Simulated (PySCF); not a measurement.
Cl₄Ti, multiplicity 1. Atoms are numbered in the order given.

```xyz
5

Cl    -1.2518     1.2518     1.2518
Ti     0.0000     0.0000     0.0000
Cl     1.2518     1.2518    -1.2518
Cl     1.2518    -1.2518     1.2518
Cl    -1.2518    -1.2518    -1.2518
```
Charge 0, spin multiplicity 1.

Coordinates come from a B3LYP-D3(BJ)/def2-SVP optimisation. The multiplicity is an assumed one; other spin states were not compared.

Computed with r2SCAN/def2-TZVP (PySCF).

Symmetry labels are those of the subgroup D2 that the program uses (full group Td).

Q: List the valence orbital energies around the gap with their symmetry. (Estimate from the structure and the level; the computed values follow.)

A: 
```json
[
 {"orbital": "HOMO−7", "symmetry": "A", "energy (eV)": "-9.85"},
 {"orbital": "HOMO−6", "symmetry": "A", "energy (eV)": "-9.85"},
 {"orbital": "HOMO−5", "symmetry": "B1", "energy (eV)": "-9.48"},
 {"orbital": "HOMO−4", "symmetry": "B2", "energy (eV)": "-9.48"},
 {"orbital": "HOMO−3", "symmetry": "B3", "energy (eV)": "-9.48"},
 {"orbital": "HOMO−2", "symmetry": "B1", "energy (eV)": "-8.65"},
 {"orbital": "HOMO−1", "symmetry": "B2", "energy (eV)": "-8.65"},
 {"orbital": "HOMO", "symmetry": "B3", "energy (eV)": "-8.65"},
 {"orbital": "LUMO", "symmetry": "A", "energy (eV)": "-4.63"},
 {"orbital": "LUMO+1", "symmetry": "A", "energy (eV)": "-4.63"},
 {"orbital": "LUMO+2", "symmetry": "B1", "energy (eV)": "-3.83"},
 {"orbital": "LUMO+3", "symmetry": "B2", "energy (eV)": "-3.83"}
]
```
